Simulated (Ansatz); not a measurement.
Computed with Ansatz on PBE0-D4/def2-TZVP structures; ΔE is electronic, products minus reactants. CCSD(T)/CBS adds triple-zeta CCSD(T) − MP2 to the extrapolated MP2 energy (def2 sets, frozen cores). This one scheme is used for every species, atoms too. Functionals use def2-TZVPP. B3LYP here is the variant with VWN-RPA as its local correlation; programs differ in this. No spin–orbit coupling; open shells (•) take unrestricted orbitals. Spin–orbit coupling would lower the free atoms: a little for Al, C, O, S. Each species was taken in one conformer, which may not be the lowest.

Consider the atomization: `N=[C](O)[AlH][SH]` → Al• + C• + 4 H• + N• + O• + S•.

`N=[C](O)[AlH][SH]`:

Z-matrix (Å, degrees):
```
C
O 1 1.358
Al 1 1.980 2 117.8
N 1 1.267 2 126.4 3 -180.0
H 2 0.969 1 109.9 3 180.0
S 3 2.177 1 117.1 2 -0.1
H 3 1.571 1 122.5 2 179.9
H 4 1.027 1 114.0 2 -0.0
H 6 1.346 3 91.9 1 0.0
```

```csv
level,ΔE (kJ/mol),difference from CCSD(T)/CBS
PBE-D4,3251.4,99.7
r2SCAN-D4,3162.8,11.1
PBE0-D4,3149.2,-2.5
B3LYP-D4,3147.7,-4.0
ωB97X-V,3169.2,17.5
ωB97M-V,3172.4,20.7
B2PLYP,3109.7,-42.0
PBE,3232.5,80.8
r2SCAN,3158.1,6.4
PBE0,3133.1,-18.6
B3LYP,3117.2,-34.5
HF/def2-TZVPP,2088.1,-1063.6
MP2/def2-TZVPP,3120.4,-31.3
SCS-MP2/def2-TZVPP,3099.1,-52.6
CCSD/def2-TZVPP,2973.1,-178.6
CCSD(T)/def2-TZVPP,3043.0,-108.7
HF/def2-QZVPP,2093.4,-1058.3
MP2/def2-QZVPP,3184.6,32.9
SCS-MP2/def2-QZVPP,3171.9,20.2
HF/CBS(def2),2094.2,-1057.5
MP2/CBS(def2),3229.1,77.4
CCSD/CBS(def2),3081.8,-69.9
CCSD(T)/CBS,3151.7,0
```

Largest T1 diagnostic among the species: 0.018.

From PBE to PBE0 (25 % exact exchange), in def2-TZVPP and without D4, ΔE moves by −99.4 kJ/mol: exact exchange takes away binding that semilocal exchange gives to molecules. The D4 term adds +30.6 kJ/mol with B3LYP and +16.1 kJ/mol with PBE0; it sums over pairs of atoms, weighted by their polarisabilities, and B3LYP, whose exchange is more repulsive, gets the larger term.

For atomizations the MP2-based limit and the directly extrapolated one differ by several kJ/mol either way, and by 10 to 25 for some Ge, Se and Sn compounds, so smaller differences from it don't rank the levels.
